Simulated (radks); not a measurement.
Values are calculated unless marked as measured or tabulated.
Correlation energies from several functionals, in hartree. Species: O+ [He] 2s2 2p3; He [He]; Au+ [Xe] 4f14 5d10; Co4+ [Ar] 3d5. Level of theory: non-relativistic Kohn-Sham, exchange-only B88, spin-polarised, spherical densities, point nucleus (a radial shooting solver on a logarithmic mesh with Libxc functionals). Every spin shell is full or empty, so the densities are truly spherical. Functionals are evaluated on that one density, not self-consistently.

functional        O+         He      Au+      Co4+
PW92        -0.45878   -0.11165  -8.1711   -2.0643
PZ          -0.45173   -0.11147  -8.1773   -2.0519
Wigner      -0.27336  -0.095502  -4.2338   -1.1431
Chachiyo    -0.44376   -0.10861  -8.0812   -2.0250
PBE         -0.18719  -0.040881  -4.8127   -1.0425
PBEsol      -0.22573  -0.051428  -5.3844   -1.1998
LYP         -0.20703  -0.043671  -4.2617   -1.0680
P86         -0.20513  -0.042806  -5.4018   -1.1831
AM05        -0.40953  -0.097083  -7.6996   -1.8972
OP (B88)    -0.20847  -0.051022  -4.1826   -1.0371
r2SCAN      -0.19023  -0.037673  -4.8582   -1.0406
Tao-Mo      -0.16078  -0.028485  -4.7051  -0.98556
